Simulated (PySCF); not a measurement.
Precursor series Zr F-NH2. Isolated molecules, 0 K electronic values unless said otherwise. One relaxed conformer stands for each flexible species; it need not be the lowest.

Method: TPSSh-D3(BJ)/def2-TZVP // BP86-D3(BJ)/def2-SVP (PySCF 2.14.0). 

```json
[
 {"species": "1 of 4 F replaced by NH2", "coordination number": "…", "LUMO (eV)": "-1.63", "HOMO–LUMO gap (eV)": "5.73", "mean distance from the central atom to its bonded neighbours (Å)": "1.947", "charge on the central atom (Mulliken) (e)": "1.78"},
 {"species": "2 of 4 F replaced by NH2", "coordination number": "4", "LUMO (eV)": "…", "HOMO–LUMO gap (eV)": "5.13", "mean distance from the central atom to its bonded neighbours (Å)": "…", "charge on the central atom (Mulliken) (e)": "1.75"},
 {"species": "3 of 4 F replaced by NH2 ([Zr(F)(NH2)3])", "coordination number": "4", "LUMO (eV)": "…", "HOMO–LUMO gap (eV)": "5.73", "mean distance from the central atom to its bonded neighbours (Å)": "2.023", "charge on the central atom (Mulliken) (e)": "1.72"},
 {"species": "4 of 4 F replaced by NH2 ([Zr(NH2)4])", "coordination number": "4", "LUMO (eV)": "-0.36", "HOMO–LUMO gap (eV)": "…", "mean distance from the central atom to its bonded neighbours (Å)": "2.061", "charge on the central atom (Mulliken) (e)": "1.72"}
]
```

Complete the blanks.


- 1 of 4 F replaced by NH2, coordination number: 4
- 2 of 4 F replaced by NH2, LUMO (eV): -1.27
- 2 of 4 F replaced by NH2, mean distance from the central atom to its bonded neighbours (Å): 1.987
- 3 of 4 F replaced by NH2 ([Zr(F)(NH2)3]), LUMO (eV): -0.55
- 4 of 4 F replaced by NH2 ([Zr(NH2)4]), HOMO–LUMO gap (eV): 5.57
